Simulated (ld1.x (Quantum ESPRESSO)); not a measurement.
palladium: one change to an ultrasoft potential, before and after

Pd, ultrasoft, made with ld1.x (Quantum ESPRESSO) 7.5 (PBE, scalar-relativistic). Core [Kr], reference 4d9 5s0 5p0 (charge +1). Waves: 5s (bound, empty): rcut 1.85, rcutus 2.25 bohr; 5s channel at 2.8 Ry: rcut 1.85, rcutus 2.25 bohr; 5p (bound, empty): rcut 2.10, rcutus 2.75 bohr; 5p channel at 0.1 Ry: rcut 2.10, rcutus 2.75 bohr; 4d (bound): rcut 1.65, rcutus 1.75 bohr; 4d channel at -0.5 Ry: rcut 1.65, rcutus 1.75 bohr; 4f channel at -0.15 Ry: rcut 2.40, rcutus 3.05 bohr. Local part: all-electron potential smoothed inside 2.35 bohr (lloc = -1). Core correction: a·sin(br)/r model core inside 1.15 bohr. Augmentation charge: built from norm-conserving waves at rcut, not smoothed further.

Change: all radii but the core radius scaled by about 0.84 (s 1.90, p 2.32, d 1.48, f 2.56 bohr, rcut 1.56/1.76/1.38/2.02); local potential all-electron potential smoothed inside 1.98 bohr (lloc = -1).

Cutoffs: the cutoffs (Ry, on a coarse ladder) from which the occupation-weighted sum of valence levels, in a spherical-Bessel basis at the reference potential, stays within 10 and 1 mRy of its value at 400 Ry; they do not see the model core or the augmentation charge, which bear on the density cutoff. Errors are all-electron minus pseudo energies relative to the spin-unpolarised reference configuration.

Question: What does the change do?

Answer: A bound ghost appears in p, which as a rule spoils a file; the number of tests that count goes from 7 to 6; of the 6 tests that both files solve, the error grows in 0 and shrinks in 1 by more than 15 % and 0.3 meV (median size 40.4 → 40.6 meV).

```csv
quantity,base,changed
"cutoffs, loose and tight","35 Ry, 55 Ry",not determined
bound ghosts,none,"p (s not tested, overlap not positive)"
"tests counted (converged, no solver errors)",7 of 7,6 of 7
"error for 4d10 5s0 5p0, meV [ΔE -9.12 eV]",-18,-18
"error for 4d8 5s0 5p0, meV [ΔE 20.82 eV]",-63,-63
"error for 4d7 5s0 5p0, meV [ΔE 55.18 eV]",-361,-363
"error for 4d9.5 5s0 5p0, meV [ΔE -5.88 eV]",-6.5,-6.6
"error for 4d9 5s0 5p1, meV [ΔE -3.88 eV]",-1.0,0.0
"error for 4d6 5s0 5p0, meV [ΔE 104.52 eV]",-1077,-1083
lowest overlap eigenvalue by channel,"s 0.52, p 0.52, d 0.97, f 1.00","s -0.42, p 0.85, d 0.93, f 1.00"
```

Changed file: the overlap operator is not positive definite in a basis up to 400 Ry (lowest eigenvalue s -0.42), so the file is unfit for use: the generalised eigenproblem breaks down once the basis is large enough, and its test numbers describe a broken file. Tests not counted: 4d8 5s1 5p0 (solver errors, printed error -3.9 eV). A true bound ghost makes a file unfit for plane-wave use even where its test errors are small: the radial tests pick states by their node count and pass the ghost by. Where a test does run into it, the solver fails or the error is huge.
